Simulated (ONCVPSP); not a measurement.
# Transferability test, ONCV potential for molybdenum (Mo)

molybdenum (Mo), optimised norm-conserving Vanderbilt (ONCV), made with ONCVPSP 4.0.1 (PBE, fully relativistic). Core [Ar] 3d10, reference 4s2 4p6 4d5 5s1. Waves: 4s+5s: rc 1.90 bohr, ncon 3, nbas 7, qcut 5 1/bohr, 2 projectors; 4p: rc 1.35 bohr, ncon 4, nbas 7, qcut 5.6 1/bohr, 2 projectors, debl 3.9 Ha; 4d: rc 2.50 bohr, ncon 4, nbas 9, qcut 5.4 1/bohr, 2 projectors, debl 3.7 Ha. Local part: polynomial inside 1.05 bohr (lpopt 5, dvloc0 2 Ha). Core correction: Teter function, fcfact 4, rcfact 1.45.

Open shells are filled in proportion to 2j + 1.

Energies are relative to the spin-unpolarised reference configuration 4s2 4p6 4d5 5s1; without spin polarisation the order of configurations can differ from experiment.

Q: Give the all-electron excitation energy and the error of the potential for: 4s2 4p6 4d5 5s0; 4s2 4p6 4d4 5s0; 4s2 4p6 4d3 5s0; 4s2 4p6 4d6 5s0.

A:

| valence configuration | charge | ΔE all-electron (eV) | error AE − PS (meV) |
| --- | --- | --- | --- |
| 4s2 4p6 4d5 5s0 | +1 | 6.891 | +0.3 |
| 4s2 4p6 4d4 5s0 | +2 | 22.352 | -3.9 |
| 4s2 4p6 4d3 5s0 | +3 | 49.093 | +67 |
| 4s2 4p6 4d6 5s0 | 0 | 0.762 | +4.8 |

Levels in the configuration 4s2 4p6 4d5 5s0:

```csv
level,all-electron (eV),pseudo (eV)
4s j=1/2,-71.082,-71.159
4p j=3/2,-44.490,-44.521
4p j=1/2,-46.964,-46.999
4d j=5/2,-10.329,-10.339
4d j=3/2,-10.544,-10.555
```

Note: no bound ghost flagged; GHOST(+) flagged for s at 77.1 eV.
